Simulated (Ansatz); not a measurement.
Abridged output of a molecular run in Ansatz:

```
Functional definition: HF
1524 factors; integrals over basis functions are off by at most 1.1e-3 eV
mean field evaluation 1: about -77980.5127 eV, gradient 2.9e1 eV
mean field evaluation 2: about -77980.6934 eV, gradient 2.9e1 eV
mean field evaluation 4: about -77983.2310 eV, gradient 3.7e0 eV
mean field evaluation 8: about -77983.2748 eV, gradient 2.0e-1 eV
mean field -77983.27506263 eV, -2865.8324995894 hartree, gradient 2.1e-6 eV, S^2 0.000000; 0 other end points of the search recorded, 0 dependent functions left out
20 core orbitals not correlated: weight in the atoms' cores, before any rotation towards them, 1.000 or more for the frozen orbitals, at most 0.000 for the correlated occupied ones
reference -77983.27506263 eV, -2865.8324995894 hartree; 18, 18 occupied and 223, 223 virtual orbitals, 1524 factors
second order -20.54221674 eV of doubles, -0.00000000 eV of singles
cycle   1  -21.34379868 eV  change   -8.0e-1 eV  update   1.0e-1
cycle   2  -21.97970302 eV  change   -6.4e-1 eV  update   2.9e-2
cycle   3  -22.05200137 eV  change   -7.2e-2 eV  update   1.2e-2
cycle   4  -22.04455131 eV  change    7.5e-3 eV  update   2.9e-3
cycle   5  -22.04402557 eV  change    5.3e-4 eV  update   9.4e-4
cycle   6  -22.04382990 eV  change    2.0e-4 eV  update   2.7e-4
cycle   7  -22.04381833 eV  change    1.2e-5 eV  update   8.4e-5
cycle   8  -22.04384107 eV  change   -2.3e-5 eV  update   2.8e-5
perturbative correction -0.83828852 eV, -0.0308065348 hartree
Total energy: -78006.15719222 eV, -2866.6734023417 hartree
```

Its atoms:

Z-matrix (Å, degrees):
```
Si
C 1 1.876
H 1 1.483 2 110.7
H 1 1.488 2 109.8 3 120.3
H 1 1.488 2 109.8 3 -120.6
Ge 2 1.944 1 114.7 3 71.6
H 2 1.095 1 109.3 3 -168.5
H 2 1.093 1 109.9 3 -50.8
Cl 6 2.164 2 108.0 1 -52.0
H 6 1.536 2 111.8 1 64.6
H 6 1.536 2 112.9 1 -168.9
```

**Question.** Which basis set was used?
A. def2-SVP
B. cc-pV(Q+d)Z
C. def2-TZVPP
D. def2-SVPD

**Answer.** C. It gives 261 functions.

**Question.** Write the keys of the input that set method, charge and spin (a neutral closed shell needs none for the last two).

**Answer.** 
```yaml
correlation: {method: ccsd_t}
```
